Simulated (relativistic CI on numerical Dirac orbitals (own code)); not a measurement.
**Line list: Forbidden lines, Os VII**

These numbers are calculated, not measured: Dirac-Coulomb-Breit CI, orbitals from a KLI potential per configuration, a model potential for QED, unscaled Slater integrals (own radial code, finite nucleus).

Configurations in the expansion (outside the closed core [Kr] 4d10): 4f¹⁴5s²5p⁶5d², 4f¹⁴5s²5p⁶5d6s, 4f¹⁴5s²5p⁶5d5f, 4f¹⁴5s²5p⁶5d6p, 4f¹⁴5s²5p⁵5d³, 4f¹⁴5s²5p⁶6s², 4f¹⁴5s²5p⁶5d5g, 4f¹⁴5s²5p⁶5f², 4f¹⁴5s²5p⁶5d6d, 4f¹⁴5s²5p⁶6s6p, 4f¹⁴5s²5p⁶5d7s, 4f¹⁴5s²5p⁶5d7p, 4f¹⁴5s²5p⁶5g², 4f¹⁴5s²5p⁶5d6f, 4f¹⁴5s²5p⁶6p², 4f¹⁴5s²5p⁵5d²5f, 4f¹⁴5s²5p⁶5d7d, 4f¹³5s²5p⁶5d³, 4f¹⁴5s²5p⁶5f6s, 4f¹⁴5s²5p⁶5d8s, 4f¹⁴5s5p⁶5d³, 4f¹⁴5s²5p⁶5d8p, 4f¹⁴5s²5p⁵5d²5g, 4f¹⁴5s²5p⁵5d²6s, 4f¹⁴5s²5p⁶5f6p, 4f¹³5s²5p⁶5d²6s, 4f¹⁴5s²5p⁶5g6s, 4f¹⁴5s²5p⁶5f5g, 4f¹⁴5s5p⁶5d²5f, 4f¹⁴5s²5p⁵5d²6p, 4f¹³5s²5p⁶5d²6p, 4f¹⁴5p⁶5d⁴, 4f¹⁴5p⁵5d⁵. Double excitations out of closed p, d and f shells are left out; levels of such configurations are missing from the list, as are those of other unlisted configurations, and high levels can miss mixing partners. These lack a partner that the ground configuration has and come out too high: 4f¹⁴5s²5p⁵5d²5f, 4f¹⁴5s²5p⁵5d²5g, 4f¹⁴5s²5p⁵5d²6s, 4f¹³5s²5p⁶5d²6s, 4f¹⁴5s5p⁶5d²5f.

| λ vac (Å) | Lower | Upper | Type | A (s⁻¹) | gf | Branching (%) |
| --- | --- | --- | --- | --- | --- | --- |
| 704.34 | 4f¹⁴5s²5p⁶5d² ³F3 [2] | 4f¹⁴5s²5p⁶5d6s ¹D2 [13] | E2 | 1.61e+03 | 6.00e-07 | 7.6 |
| 740.37 | 4f¹⁴5s²5p⁶5d² ³F3 [2] | 4f¹⁴5s²5p⁶5d6s ³D3 [12] | E2 | 3.75e+03 | 2.16e-06 | 20.5 |
| 742.54 | 4f¹⁴5s²5p⁶5d² ³F2 [1] | 4f¹⁴5s²5p⁶5d6s ³D2 [11] | E2 | 6.13e+03 | 2.53e-06 | 34.2 |
| 745.45 | 4f¹⁴5s²5p⁶5d² ³F4 [3] | 4f¹⁴5s²5p⁶5d6s ¹D2 [13] | E2 | 5.53e+02 | 2.30e-07 | 2.6 |
| 755.26 | 4f¹⁴5s²5p⁶5d² ³F2 [1] | 4f¹⁴5s²5p⁶5d6s ³D1 [10] | E2 | 9.05e+03 | 2.32e-06 | 53.6 |
| 761.61 | 4f¹⁴5s²5p⁶5d² ¹D2 [5] | 4f¹⁴5s²5p⁶5d6s ¹D2 [13] | E2 | 3.17e+03 | 1.38e-06 | 14.8 |
| 785.93 | 4f¹⁴5s²5p⁶5d² ³F4 [3] | 4f¹⁴5s²5p⁶5d6s ³D3 [12] | E2 | 9.36e+03 | 6.06e-06 | 51.1 |
| 799.58 | 4f¹⁴5s²5p⁶5d² ³F3 [2] | 4f¹⁴5s²5p⁶5d6s ³D2 [11] | E2 | 5.48e+03 | 2.63e-06 | 30.6 |
| 803.92 | 4f¹⁴5s²5p⁶5d² ¹D2 [5] | 4f¹⁴5s²5p⁶5d6s ³D3 [12] | E2 | 1.69e+03 | 1.15e-06 | 9.2 |
| 814.35 | 4f¹⁴5s²5p⁶5d² ³F3 [2] | 4f¹⁴5s²5p⁶5d6s ³D1 [10] | E2 | 4.02e+03 | 1.20e-06 | 23.8 |
| 822.50 | 4f¹⁴5s²5p⁶5d² ³P1 [6] | 4f¹⁴5s²5p⁶5d6s ³D3 [12] | E2 | 1.46e+03 | 1.04e-06 | 8.0 |
| 837.45 | 4f¹⁴5s²5p⁶5d² ¹G4 [7] | 4f¹⁴5s²5p⁶5d6s ¹D2 [13] | E2 | 1.16e+04 | 6.11e-06 | 54.4 |
| 847.46 | 4f¹⁴5s²5p⁶5d² ³P2 [8] | 4f¹⁴5s²5p⁶5d6s ¹D2 [13] | E2 | 3.91e+03 | 2.11e-06 | 18.3 |
| 852.99 | 4f¹⁴5s²5p⁶5d² ³F4 [3] | 4f¹⁴5s²5p⁶5d6s ³D2 [11] | E2 | 3.05e+03 | 1.66e-06 | 17.0 |
| 854.06 | 4f¹⁴5s²5p⁶5d² ³P0 [4] | 4f¹⁴5s²5p⁶5d6s ³D2 [11] | E2 | 1.22e+03 | 6.69e-07 | 6.8 |
| 874.21 | 4f¹⁴5s²5p⁶5d² ¹D2 [5] | 4f¹⁴5s²5p⁶5d6s ³D2 [11] | E2 | 1.13e+03 | 6.48e-07 | 6.3 |
| 888.89 | 4f¹⁴5s²5p⁶5d² ¹G4 [7] | 4f¹⁴5s²5p⁶5d6s ³D3 [12] | E2 | 7.61e+02 | 6.31e-07 | 4.2 |
| 891.89 | 4f¹⁴5s²5p⁶5d² ¹D2 [5] | 4f¹⁴5s²5p⁶5d6s ³D1 [10] | E2 | 1.58e+03 | 5.65e-07 | 9.4 |
| 900.17 | 4f¹⁴5s²5p⁶5d² ³P2 [8] | 4f¹⁴5s²5p⁶5d6s ³D3 [12] | E2 | 1.05e+03 | 8.93e-07 | 5.7 |
| 914.82 | 4f¹⁴5s²5p⁶5d² ³P1 [6] | 4f¹⁴5s²5p⁶5d6s ³D1 [10] | E2 | 2.16e+03 | 8.11e-07 | 12.8 |
| 975.63 | 4f¹⁴5s²5p⁶5d² ¹G4 [7] | 4f¹⁴5s²5p⁶5d6s ³D2 [11] | E2 | 4.37e+02 | 3.12e-07 | 2.4 |
| 1039.1 | 4f¹⁴5s²5p⁶5d6p ³F°4 [22] | 4f¹⁴5s²5p⁶5d5f ³H°6 [38] | E2 | 8.89e+03 | 1.87e-05 | 99.9 |
| 1081.4 | 4f¹⁴5s²5p⁵5d³ ⁵F°5 [65] | 4f¹³5s²5p⁶5d³ ⁵I°7 [168] | E2 | 2.04e+01 | 5.37e-08 | n/a |
| 4170.6 | 4f¹⁴5s²5p⁶5d² ³F3 [2] | 4f¹⁴5s²5p⁶5d² ³P2 [8] | M1 | 1.09e+01 | 1.42e-07 | 22.9 |
| 4930.0 | 4f¹⁴5s²5p⁶5d² ³F2 [1] | 4f¹⁴5s²5p⁶5d² ¹D2 [5] | M1 | 1.84e+01 | 3.35e-07 | 82.9 |
| 6785.6 | 4f¹⁴5s²5p⁶5d² ³F4 [3] | 4f¹⁴5s²5p⁶5d² ¹G4 [7] | M1 | 1.12e+01 | 6.96e-07 | 29.0 |
| 7518.2 | 4f¹⁴5s²5p⁶5d² ¹D2 [5] | 4f¹⁴5s²5p⁶5d² ³P2 [8] | M1 | 2.56e+01 | 1.08e-06 | 53.7 |
| 9532.1 | 4f¹⁴5s²5p⁶5d² ³P1 [6] | 4f¹⁴5s²5p⁶5d² ³P2 [8] | M1 | 9.02e+00 | 6.15e-07 | 18.9 |
| 10408.4 | 4f¹⁴5s²5p⁶5d² ³F2 [1] | 4f¹⁴5s²5p⁶5d² ³F3 [2] | M1 | 2.03e+01 | 2.31e-06 | 100.0 |
| 12771.9 | 4f¹⁴5s²5p⁶5d² ³F3 [2] | 4f¹⁴5s²5p⁶5d² ³F4 [3] | M1 | 8.57e+00 | 1.89e-06 | 100.0 |

Terms are leading LS components. Brackets give the number of a level in order of energy, since labels repeat. The list gives strong lines, with weight on those to low levels, among the lowest 400 of 2975 levels, so that lines to higher ones, which can be the strongest, are missing, and without 6 lines that miss the measured interval by over 7 %, start from a term whose rates miss tabulated ones by over 60 %, have gauges far apart or, lacking measured levels, span too small a gap for the errors found; lines with a level outside our table were not tested and can miss by more. Levels whose partners in the same complex of configurations lie outside the list can be far off, and so can their lines. Rates are taken at the computed energies, electric ones in the length gauge.

At this charge configurations can still be misplaced by up to about 7 % of their energy. Terms inside the open d or f shell come out 10 to 20 % too wide with unscaled integrals. Levels and lines within the n = 5 or 6 shells can be off by up to 10 % or somewhat more, and those that change n by about 2 %, since core polarisation is missing. 10 of the 11 excited levels that our extract of the measured tables holds in this range could be paired (the sources list more); they are missed by 2304 cm⁻¹ on average and 5806 at most, and levels without a partner can miss by more. Some levels of the ground configuration have no partner and can miss by 10 % or more. Levels that differ in their count of f electrons can be misplaced by several ten thousand cm⁻¹, since the correlation energy of f electrons is missing or only estimated; rates across such gaps can be off by orders of magnitude.

From the table, what is the radiative lifetime of 4f¹⁴5s²5p⁶5d6s ³D3?

The listed rates from this level add up to about 1.81e+04 s⁻¹, 99 % of its decay; with all channels τ = 5.47e-05 s.

LS names give the leading component of a level, which can be under half, so a name can repeat, a term be missing and a line seem to break the LS rules.
